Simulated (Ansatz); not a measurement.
`N[Si](O)(O)[TeH]` + H₂O → `O[Si](O)(O)[TeH]` + NH₃  (formal hydrolysis of the Si–N bond)

Computed with Ansatz on PBE0-D4/def2-TZVP structures; ΔE is electronic, products minus reactants. CCSD(T)/CBS is the MP2 limit (def2-TZVPP, def2-QZVPP) plus CCSD(T) − MP2 in def2-TZVPP, frozen cores. This one scheme is used for every species. DFT in def2-TZVPP. B3LYP here is the variant with VWN-RPA as its local correlation; programs differ in this. Elements past krypton have def2 core potentials. For Te outer-core shells are correlated without core-valence functions, which leaves a few kJ/mol of doubt a bond. Each species was taken in one conformer, which may not be the lowest.

| level | ΔE (kJ/mol) | difference from CCSD(T)/CBS |
| --- | --- | --- |
| PBE-D4 | -35.7 | 0.8 |
| r2SCAN-D4 | -41.0 | -4.5 |
| PBE0-D4 | -36.1 | 0.4 |
| B3LYP-D4 | -39.4 | -2.9 |
| ωB97X-V | -39.9 | -3.4 |
| ωB97M-V | -39.3 | -2.8 |
| B2PLYP | -41.7 | -5.2 |
| PBE | -37.8 | -1.3 |
| r2SCAN | -41.6 | -5.1 |
| PBE0 | -38.0 | -1.5 |
| B3LYP | -42.7 | -6.2 |
| HF/def2-TZVPP | -47.6 | -11.1 |
| MP2/def2-TZVPP | -37.6 | -1.1 |
| SCS-MP2/def2-TZVPP | -39.8 | -3.3 |
| CCSD/def2-TZVPP | -40.5 | -4.0 |
| CCSD(T)/def2-TZVPP | -39.6 | -3.1 |
| HF/def2-QZVPP | -47.8 | -11.3 |
| MP2/def2-QZVPP | -35.9 | 0.6 |
| SCS-MP2/def2-QZVPP | -38.2 | -1.7 |
| HF/CBS(def2) | -47.8 | -11.3 |
| MP2/CBS(def2) | -34.6 | 1.9 |
| CCSD/CBS(def2) | -37.4 | -0.9 |
| CCSD(T)/CBS | -36.5 | 0 |

Largest T1 diagnostic among the species: 0.012.

The D4 term adds +3.4 kJ/mol with B3LYP and +1.9 kJ/mol with PBE0; it sums over pairs of atoms, weighted by their polarisabilities, and B3LYP, whose exchange is more repulsive, gets the larger term. In def2-TZVPP, CCSD(T) changes the Hartree–Fock value by +8.0 kJ/mol (the triples alone add +0.9 kJ/mol) and MP2 by +10.0 kJ/mol.
